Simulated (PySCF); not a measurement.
GeH3, SMILES [GeH3+], charge +1.

Geometry optimised at B3LYP-D3(BJ)/def2-TZVPD.

These are TDDFT-ωB97X/def2-TZVPD (PySCF) values and carry that method's errors.

Vertical excitations; the highest root listed may be one member of a degenerate set.  State labels are in the subgroup C2v.

| state | symmetry | energy (eV) | λ (nm) | f | main pairs |
|---|---|---|---|---|---|
| S1 | A2 | 5.48 | 226 | 0.000 | HOMO→LUMO 100 % |
| S2 | B2 | 5.49 | 226 | 0.000 | HOMO−1→LUMO 100 % |
| S3 | B1 | 10.39 | 119 | 0.202 | HOMO→LUMO+1 (degenerate set) |
| S4 | A1 | 10.39 | 119 | 0.202 | HOMO−1→LUMO+1 (degenerate set) |
| S5 | B1 | 10.92 | 114 | 0.000 | HOMO→LUMO+3 49 %, HOMO−1→LUMO+2 49 % |
| S6 | A1 | 11.89 | 104 | 0.000 | HOMO→LUMO+2 49 %, HOMO−1→LUMO+3 49 % |
| S7 | A1 | 12.30 | 101 | 0.980 | HOMO−1→LUMO+3, HOMO→LUMO+2, HOMO−1→LUMO+4, HOMO−1→LUMO+1 (degenerate set) |
| S8 | B1 | 12.30 | 101 | 0.981 | HOMO−1→LUMO+2, HOMO→LUMO+3, HOMO→LUMO+4, HOMO→LUMO+1 (degenerate set) |
| S9 | B2 | 12.47 | 99 | 0.148 | HOMO−2→LUMO 90 % |
| S10 | B1 | 13.05 | 95 | 0.273 | HOMO→LUMO+4 70 %, HOMO−1→LUMO+2 13 %, HOMO→LUMO+3 13 % |
| T1 | A2 | 4.97 | 249 | 0 | HOMO→LUMO 99 % |
| T2 | B2 | 4.98 | 249 | 0 | HOMO−1→LUMO 99 % |
| T3 | B1 | 8.52 | 145 | 0 | HOMO→LUMO+1 (degenerate set) |
| T4 | A1 | 8.53 | 145 | 0 | HOMO−1→LUMO+1 (degenerate set) |
Triplets are in the Tamm–Dancoff approximation, which puts them higher than full response would, so one can lie above its singlet here.
